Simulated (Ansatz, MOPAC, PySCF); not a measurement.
Torsion H3–O1–Ge2–H4 in GeH2O (SMILES [OH][GeH]); at each angle all else is relaxed with GFN2-xTB, and the levels are single points there.
Geometry at 180° (charge 0, multiplicity 1):
```json
[
 {"atom": "O", "x (Å)": "-0.8204", "y (Å)": "0.2793", "z (Å)": "0.2874"},
 {"atom": "Ge", "x (Å)": "0.7808", "y (Å)": "0.6234", "z (Å)": "-0.3681"},
 {"atom": "H", "x (Å)": "-1.3957", "y (Å)": "-0.3737", "z (Å)": "-0.1074"},
 {"atom": "H", "x (Å)": "1.0484", "y (Å)": "1.7551", "z (Å)": "0.8013"}
]
```

On the grid 0° to 330°, 120° is the highest and 180° the lowest point at CCSD(T)/CBS(cc-pVTZ, cc-pVQZ).

Rows in 6-31G* carry no dispersion term and start afresh at each structure (6-31G* with six Cartesian d functions); the Pople sets are all-electron and without relativity. The state reached by PM3 isn't checked.

The values were computed with Ansatz (Gaussian basis) for Hartree–Fock, density functionals and correlated methods; MOPAC for PM3 (differences of heats of formation); PySCF for 6-31G* rows, the dispersion terms. Values without a source in brackets are computed.

Problem. One of these levels gives 36.2 kJ/mol for the energy at 120° less that at 180°. Which?
(A) PBE-D3(BJ)/def2-TZVPP
(B) PM3
(C) HF/cc-pVDZ
(D) BP86/6-31G*

Solution. A, PBE-D3(BJ)/def2-TZVPP. The others give 164.2 (PM3), 32.3 (HF/cc-pVDZ), 42.9 (BP86/6-31G*)

Ansatz is a first-principles code.
